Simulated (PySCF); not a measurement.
# Static response to an electric field

Species: C2H7N2PSi.
Structure used (GFN2-xTB), in Å, numbered top down from 1:
```xyz
13
C2H7N2PSi angstrom
N      3.344    0.088    0.242
C      2.193    0.375   -0.184
C      0.977   -0.424   -0.013
N     -0.102   -0.081   -0.568
Si    -1.727   -0.603   -0.579
P     -2.846    0.888    0.686
H      3.401   -0.792    0.757
H      2.080    1.298   -0.742
H      1.086   -1.328    0.602
H     -2.111   -0.435   -1.976
H     -2.064   -1.927   -0.042
H     -1.923    0.935    1.717
H     -2.312    2.009    0.082
```

Level: CAM-B3LYP/def2-SVPD (PySCF), static field, nuclei fixed, core orbitals frozen in the response. The polarisability tensor in these axes (au):

```
x   137.82  -8.84   3.13
y    -8.84  83.98   1.43
z     3.13   1.43  77.51
```

**Question.** Give the principal values, the mean and the anisotropy Δα = √{½[(α1 − α2)² + (α2 − α3)² + (α1 − α3)²]}.

**Answer.** Principal values 76.75, 83.19 and 139.37 au; mean 99.77 au = 14.78 Å³ = 16.45 × 10⁻⁴⁰ C²·m²/J; Δα = 59.65 au (60 % of the mean).

**Question.** What is the dipole moment, and where does it point?

**Answer.** (-0.42, -1.68, 0.59) D, 1.83 D in size, pointing from the negative to the positive side. Measured along this direction, the outermost atoms are H8 at the negative end and H11 at the positive end.

**Question.** Find the Langevin capture rate constant for O2+ (31.990 u) meeting this molecule (118.012 u), k = 2.342 × 10⁻⁹ cm³/s × √(α in Å³ / reduced mass in u).

**Answer.** The reduced mass is 25.17 u, so k = 1.80 × 10⁻⁹ cm³/s. The formula leaves out the permanent dipole, which adds to the capture rate.

**Question.** Estimate the molar refractivity from the static electronic polarisability.

**Answer.** Lorentz–Lorenz: R = (4π/3)N_A α = 2.5225 cm³/(mol·Å³) × 14.78 Å³ = 37.3 cm³/mol, in the limit of long wavelengths.

**Question.** Along which axes do the principal values lie, and how far do the nuclei extend along each?

**Answer.** Largest value along (0.99, -0.16, 0.05), where the nuclei span 6.43 Å; middle along (0.13, 0.94, 0.31), 3.71 Å; least along (-0.09, -0.30, 0.95), 3.08 Å. The response follows the extents in order.

**Question.** What would n − 1 = 2πNα be for an ideal gas of these molecules at 273.15 K and 1 atm, electronic part alone?

**Answer.** N = p/kT = 2.6868 × 10¹⁹ cm⁻³, so n − 1 = 2π × N × 14.78 × 10⁻²⁴ cm³ = 2496 × 10⁻⁶ at long wavelengths, for an ideal gas.

Geometry: GFN2-xTB, one conformer, isolated molecule.
